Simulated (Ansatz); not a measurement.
CH7SSbSi can be A, `C[SiH2][SbH][SH]`, or B, `C[SiH2][S][SbH2]`.

Calculated with Ansatz (gas phase, PBE0-D4/def2-TZVP geometries, no zero-point term in ΔE). CBS: MP2 limit from def2 TZ/QZ plus the TZ coupled-cluster correction, frozen cores. Functionals use def2-TZVPP. B3LYP here is the variant with VWN-RPA as its local correlation; programs differ in this. Elements past krypton have def2 core potentials. For Sb outer-core shells are correlated without core-valence functions, which leaves a few kJ/mol of doubt a bond. Each species was taken in one conformer, which may not be the lowest.

Q: Which is lower in electronic energy at CCSD(T)/CBS, and by how much? (Best estimate.)

A: Computed: B, by 7.3 kcal/mol.

Q: Give E(B) − E(A) in kcal/mol with HF/def2-TZVPP, B3LYP-D4, CCSD(T)/def2-TZVPP, B2PLYP, r2SCAN-D4, ωB97M-V, B3LYP. (An estimate is asked.)

A: The calculation gave: HF/def2-TZVPP -9.1, B3LYP-D4 -7.0, CCSD(T)/def2-TZVPP -7.9, B2PLYP -7.8, r2SCAN-D4 -7.7, ωB97M-V -7.8, B3LYP -7.3. None reverses the order clearly.

Largest T1 diagnostic: 0.013.

In def2-TZVPP, CCSD(T) changes the Hartree–Fock value by +1.2 kcal/mol (the triples alone add +0.1 kcal/mol) and MP2 by +0.8 kcal/mol.
